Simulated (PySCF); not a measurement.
Bond curve of GeSe⁺

Set-up: basis Ge cc-pVDZ-PP with ECP10, Se cc-pVDZ-PP with ECP10; scalar-relativistic core potentials; PySCF 2.14. Energies in eV from Ge⁺ + Se in their ground configurations at the same level. State: ²Π (doublet), unpaired electrons π ↑.

All columns are PBE0. A positive dipole points towards Se; it is taken about the centre of mass and depends on that origin.

```csv
R (Å),E (eV),μ (D),Mulliken charge on Ge (basis-dependent),HOMO (eV),LUMO (eV),Mayer bond order,⟨S²⟩
1.983,-2.225,-0.99,0.62,-14.18,-12.55,1.84,0.75
2.075,-2.894,-1.48,0.67,-14.22,-12.17,1.81,0.75
2.168,-3.258,-1.97,0.71,-14.08,-11.82,1.78,0.75
2.237,-3.385,-2.33,0.74,-13.82,-11.58,1.75,0.76
2.306,-3.419,-2.68,0.76,-13.57,-11.36,1.73,0.76
2.375,-3.382,-3.02,0.78,-13.34,-11.16,1.70,0.76
2.467,-3.253,-3.44,0.81,-13.05,-10.91,1.67,0.77
2.583,-3.006,-3.91,0.83,-12.71,-10.64,1.64,0.78
2.721,-2.645,-4.29,0.84,-12.34,-10.39,1.58,0.86
2.906,-2.155,-4.25,0.80,-11.97,-10.13,1.44,1.12
```

A fit through these points gives, at Re = 2.302 Å, μ = -2.66 D and dμ/dR = -5.01 D/Å; the reduced mass is 38.4 u.

**Question.** How strong is the fundamental in the double-harmonic approximation, I = 42.26·(dμ/dR)²/μred km/mol?

**Answer.** I = 42.26·(-5.01)²/38.4 = 27.6 km/mol at PBE0.

⟨S²⟩ of the unrestricted solution departs from its pure value on part of the curve, where spin states mix. Spin–orbit coupling is left out. For an ion De counts to the pair picked by the measured ionisation energies or electron affinities, which need not be the lowest pair at this level. The state is the lowest determinant that a PBE0 search found; another state may lie lower at other levels.
